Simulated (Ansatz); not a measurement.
Basis sets compared for Se(GeH3)2 (Ge₂H₆Se). Charge 0, multiplicity 1. Geometry PBE0-D4/def2-SVP. Ansatz on 4 threads of Arm Neoverse N1 on a shared host; times are rough, and most runs start from earlier orbitals.

| atom | x (Å) | y (Å) | z (Å) |
| --- | --- | --- | --- |
| Se1 | -1.1784 | -1.0580 | 0.3411 |
| Ge2 | 0.2338 | -0.8082 | -1.5290 |
| H3 | -0.2038 | -1.8905 | -2.5273 |
| H4 | 1.7035 | -1.0123 | -1.1168 |
| H5 | 0.0611 | 0.5951 | -2.1399 |
| Ge6 | -0.2860 | 0.7613 | 1.5440 |
| H7 | -1.0298 | 0.7754 | 2.8884 |
| H8 | -0.5262 | 2.0753 | 0.7772 |
| H9 | 1.2259 | 0.5619 | 1.7622 |

Binding counts from free atoms (Se triplet, Ge triplet, H doublet) in the same basis, without a counterpoise term.

```
           level  functions  energy (Eh)  HOMO (eV)  LUMO (eV)  binding per atom (eV)  wall time
 PBE-D4/def2-SVP        126   -6557.3793      -5.62      -1.04                   2.65      1.8 s
PBE0-D4/def2-SVP        126   -6557.5766      -6.78      -0.21                   2.64      3.2 s
```

Q: Estimate the rows for PBE-D4/def2-TZVP, PBE0-D4/def2-TZVP (with forces).

A: 
```
                          level  functions  energy (Eh)  HOMO (eV)  LUMO (eV)  binding per atom (eV)  wall time
               PBE-D4/def2-TZVP        180   -6558.2019      -5.74      -1.20                   2.65      2.7 s
PBE0-D4/def2-TZVP (with forces)        180   -6558.3961      -6.87      -0.35                   2.64      7.5 s
```
